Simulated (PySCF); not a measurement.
**Polarisability and C₆ of F⁻ (fluorine, charge -1)**

[Ne], closed-shell 1S. All numbers are calculated (PySCF 2.14, the spin-free X2C one-electron Hamiltonian (Gaussian nucleus), in aug-cc-pVTZ-DK). Coupled (time-dependent) response in atomic units; α is the mean over directions.

```json
{"method": "UHF", "mean α (bohr³)": "7.106", "C₆ (like pair)": "26.53", "S(−4)": "27.56"}
{"method": "PBE0", "mean α (bohr³)": "8.793", "C₆ (like pair)": "34.38", "S(−4)": "49.57"}
```

S(−4) is the Cauchy moment in α(ω) = α(0) + S(−4) ω² + …

α(iu) at PBE0:

```tsv
u (hartree)	α(iu) (bohr³)
0	8.793
0.0500	8.672
0.100	8.340
0.200	7.348
0.300	6.335
0.500	4.813
0.750	3.589
1.00	2.757
1.50	1.728
2.00	1.165
3.00	0.6261
5.00	0.2669
```

A single London oscillator, α(iu) = α/(1 + u²/ω²), gives C₆ = (3/4) ω α². Matching the computed C₆ needs ω = 4 × 34.38 / (3 × 8.793²) = 0.593 hartree.

For an ion, C₆ is the dispersion term alone; charge-induced terms of lower order in 1/R come first.
